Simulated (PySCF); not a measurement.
# How methods differ on the excitation energy of Sc(2+)

Sc(2+) [Ar] 3d1 (2D) → Sc(2+) [Ar] 4p1 (2P), as a difference of total energies. Computed with PySCF 2.14 in def2-QZVPPD (11s6p5d3f2g, 93 functions), with no relativity, point nucleus. Correlated levels: valence and next inner shell: [Ne] frozen. The calculations carry no spin-orbit coupling.

| method | excitation energy (cm⁻¹) |
| --- | --- |
| UHF | 60363 |
| LDA | 64218 |
| PBE | 63621 |
| PBE0 | 64140 |
| r2SCAN | 64840 |
| MN15 | 64206 |
| revPBE | 63464 |
| LC-wPBE | 67368 |
| r2SCAN0 | 65151 |
| MP2 (valence and next inner shell) | 61075 |
| SCS-MP2 (valence and next inner shell) | 61259 |

A first-order spin-orbit estimate (lowest level to lowest level, LS coupling) adds -0.014 eV.
